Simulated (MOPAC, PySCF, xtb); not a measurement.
Pair of molecules: CH4 (SMILES C) (first 5 atoms) with N2 (SMILES N#N); geometry from B3LYP-D3(BJ)/def2-TZVP, rigid monomers moved along the line of their centres of mass till C1···N6 is 3.26 Å.
(charge 0, multiplicity 1):
```csv
atom,x (Å),y (Å),z (Å)
C,0.0247,-0.0491,-0.0808
H,0.9642,0.3952,0.2449
H,-0.0788,-1.0406,0.3579
H,-0.8043,0.5791,0.2420
H,0.0184,-0.1295,-1.1668
N,0.0789,-0.4237,3.1580
N,-0.1855,0.6339,3.1224
```

Monomers are frozen at their geometry in the pair; levels with a basis set take the counterpoise correction. Rows marked so take none.

Rows in 6-31G* carry no dispersion term and start afresh at each structure (6-31G* with six Cartesian d functions). The state reached by PM6 isn't checked.

Run with MOPAC for PM6 (differences of heats of formation); PySCF for 6-31G* rows; xtb for the GFN methods. Each number belongs to the level named beside it.

Task: One of these levels gives -0.21 kcal/mol for the interaction energy. Name it.
A) PM6
B) BP86/6-31G* (no counterpoise)
C) HF/6-31G*
D) GFN1-xTB

Result: A, PM6. The others give -0.56 (GFN1-xTB), 1.40 (HF/6-31G*), 0.97 (BP86/6-31G* (no counterpoise))
